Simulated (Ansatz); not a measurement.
`C[O][Sn][F]` → `[CH2]` (triplet) + `[OH][Sn][F]` at 600 K and 1 bar (formal loss of a carbene).

Isolated molecules relaxed with PBE0-D4/def2-TZVP in Ansatz; ΔE leaves out vibrations. CBS: MP2 limit from def2 TZ/QZ plus the TZ coupled-cluster correction, frozen cores. This one scheme is used for every species. Triplets are unrestricted, without spin–orbit coupling. def2 core potentials past Kr. For Sn outer-core shells are correlated without core-valence functions, which leaves a few kJ/mol of doubt a bond. One conformer a species, not always the lowest.

```
          species  CCSD(T)/CBS energy (Eh)  H − E (kJ/mol)  S (J/(mol·K))
    `C[O][Sn][F]`               -428.91146           158.4          395.6
`[CH2]` (triplet)                -39.09499            66.5          220.8
    `[OH][Sn][F]`               -389.66871            71.4          338.3
```

H − E and S are ideal-gas, rigid-rotor, harmonic terms from PBE0-D4/def2-TZVP, for one conformer and one mirror image of each species, with the whole ground term of open shells counted as degenerate. 1 Eh = 2625.50 kJ/mol, R = 8.31446 J/(mol·K).

Task: By hand: ΔE, ΔH, ΔS and ΔG.

Result: ΔE = (-39.09499) + (-389.66871) − (-428.91146) = 0.14776 Eh = 387.9 kJ/mol. Δ(H − E) = 66.5 + 71.4 − 158.4 = -20.5, so ΔH = 367.4 kJ/mol. ΔS = 220.8 + 338.3 − 395.6 = 163.5 J/(mol·K). ΔG = 367.4 − 600 × (163.5)/1000 = 269.3 kJ/mol.

Task: By hand: the equilibrium constant, and the temperature at which ΔG would vanish if ΔH and ΔS stayed fixed.

Result: log₁₀ K = −ΔG/(RT ln 10) = -23.4. ΔG = 0 at ΔH/ΔS = 2247 K.

The number of gas molecules changes by +1, which sets the sign of ΔS. A doubt of 5 kJ/mol in ΔE shifts log₁₀ K by 0.4 here. Other conformers and mirror images would add mixing entropy, several J/(mol·K) or more a flexible species. A triplet takes part, so the spin changes. These are equilibria of isolated gas molecules and say nothing of rates. Largest T1 diagnostic: 0.018 (customary marks: 0.02 for closed shells, 0.045 for open ones).
